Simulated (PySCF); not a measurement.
ClGa, charge -1, doublet, at a GFN2-xTB geometry (such geometries of metal compounds can be far from the true shape) (a state made from the parent by changing its charge; the spin is typed, not shown lowest) (in this run its highest filled SCF level lies above zero, so its values depend strongly on the basis, on diffuse functions most of all); CAMB3LYP/def2-SVP (PySCF).

The PySCF input:
```python
from pyscf import gto, scf, dft

mol = gto.Mole()
mol.atom = '''
    Ga   -0.000000   -0.000000   -0.854968
    Cl    0.000000    0.000000    1.559059
'''
mol.basis = 'def2-svp'
mol.charge = -1
mol.spin = 1
mol.verbose = 4
mol.build()

mf = dft.UKS(mol)
mf.xc = 'camb3lyp'
mf.kernel()
```

Output, abridged:

```
PySCF version 2.14.0

[INPUT] verbose = 4
[INPUT] num. atoms = 2
[INPUT] num. electrons = 49
[INPUT] charge = -1
[INPUT] spin (= nelec alpha-beta = 2S) = 1
[INPUT] symmetry False subgroup None
[INPUT] Mole.unit = angstrom
[INPUT] Symbol           X                Y                Z      unit          X                Y                Z       unit  Magmom
[INPUT]  1 Ga     0.000000000000   0.000000000000  -0.854968000000 AA    0.000000000000   0.000000000000  -1.615655365267 Bohr   0.0
[INPUT]  2 Cl     0.000000000000   0.000000000000   1.559059000000 AA    0.000000000000   0.000000000000   2.946194522038 Bohr   0.0

nuclear repulsion = 115.523310283953
number of shells = 20
number of NR pGTOs = 110
number of NR cGTOs = 50
basis = def2-svp
ecp = {}

******** <class 'pyscf.dft.uks.UKS'> ********
method = UKS
initial guess = minao
damping factor = 0
level_shift factor = 0
DIIS = <class 'pyscf.scf.diis.CDIIS'>
diis_start_cycle = 1
diis_space = 8
diis_damp = 0
SCF conv_tol = 1e-09
SCF conv_tol_grad = None
SCF max_cycles = 50
direct_scf = True
direct_scf_tol = 1e-13
number electrons alpha = 25  beta = 24
XC library pyscf.dft.libxc version 7.1.2
    S. Lehtola, C. Steigemann, M. J. T. Oliveira, and M. A. L. Marques,  SoftwareX 7, 1–5 (2018)
XC functionals = camb3lyp
    T. Yanai, D. P. Tew, and N. C. Handy,  Chem. Phys. Lett. 393, 51 (2004)
radial grids:
    Treutler-Ahlrichs [JCP 102, 346 (1995); DOI:10.1063/1.469408] (M4) radial grids

becke partition: Becke, JCP 88, 2547 (1988); DOI:10.1063/1.454033
pruning grids: <function nwchem_prune>
grids dens level: 3
symmetrized grids: False
atomic radii adjust function: <function treutler_atomic_radii_adjust>
small_rho_cutoff = 0
Set gradient conv threshold to 3.16228e-05
tot grids = 39784
init E= -2384.13656092714

cycle= 1 E= -2384.79612766348  delta_E= -0.66  |g|= 0.324  |ddm|= 0.975
cycle= 2 E= -2384.8065326964  delta_E= -0.0104  |g|= 0.326  |ddm|= 0.67
cycle= 3 E= -2384.84691470078  delta_E= -0.0404  |g|= 0.0264  |ddm|= 0.313
cycle= 4 E= -2384.84714769517  delta_E= -0.000233  |g|= 0.0115  |ddm|= 0.0292
cycle= 5 E= -2384.84720546909  delta_E= -5.78e-05  |g|= 0.00177  |ddm|= 0.0174
cycle= 6 E= -2384.84721013317  delta_E= -4.66e-06  |g|= 0.000688  |ddm|= 0.00676
cycle= 7 E= -2384.84721074466  delta_E= -6.11e-07  |g|= 0.000195  |ddm|= 0.00162
cycle= 8 E= -2384.84721087378  delta_E= -1.29e-07  |g|= 5.89e-05  |ddm|= 0.000999
cycle= 9 E= -2384.84721088701  delta_E= -1.32e-08  |g|= 1.52e-05  |ddm|= 0.000361
cycle= 10 E= -2384.84721088792  delta_E= -9.17e-10  |g|= 2.87e-06  |ddm|= 0.000105
Extra cycle  E= -2384.84721088794  delta_E= -1.82e-11  |g|= 1.57e-06  |ddm|= 8.23e-06
converged SCF energy = -2384.84721088794  <S^2> = 0.75315181  2S+1 = 2.0031493
```
